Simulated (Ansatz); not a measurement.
Stepwise reaction of `N[SiH2][GeH2][NH2]` with hydrogen, as a gas-phase model of exchange steps in deposition or etching. ΔE in kJ/mol.

Computed with Ansatz on PBE0-D4/def2-TZVP structures; ΔE is electronic, products minus reactants. CCSD(T)/CBS is the MP2 limit (def2-TZVPP, def2-QZVPP) plus CCSD(T) − MP2 in def2-TZVPP, frozen cores. This one scheme is used for every species. Functionals use def2-TZVPP. B3LYP here is the variant with VWN-RPA as its local correlation; programs differ in this. For Ge outer-core shells are correlated without core-valence functions, which leaves a few kJ/mol of doubt a bond. Scalar relativity is left out up to krypton. Each species was taken in one conformer, which may not be the lowest.

| step | reaction | PBE-D4 | B3LYP-D4 | ωB97M-V | CCSD(T)/CBS |
| --- | --- | --- | --- | --- | --- |
| 2 | `N[SiH2][GeH3]` + H₂ → `[SiH3][GeH3]` + NH₃ | 14.1 | 17.3 | 17.5 | 17.2 |

Question: Give the row of step 1, `N[SiH2][GeH2][NH2]` + H₂ → `N[SiH2][GeH3]` + NH₃. (An estimate is asked.)

Answer: Ansatz gave: 
```csv
step,reaction,PBE-D4,B3LYP-D4,ωB97M-V,CCSD(T)/CBS
1,`N[SiH2][GeH2][NH2]` + H₂ → `N[SiH2][GeH3]` + NH₃,-27.9,-28.8,-30.5,-28.8
```

Question: By hand: ΔE of the 2 steps together at CCSD(T)/CBS.

Answer: (-28.8) + (17.2) = -11.6 kJ/mol, or -5.8 kJ/mol a step.

In ΔE each step is higher than the one before. PBE-D4 differs from CCSD(T)/CBS by -3.1 to 0.9 kJ/mol a step. Isolated molecules leave out the surface, adducts and barriers. Largest T1 diagnostic: 0.012.
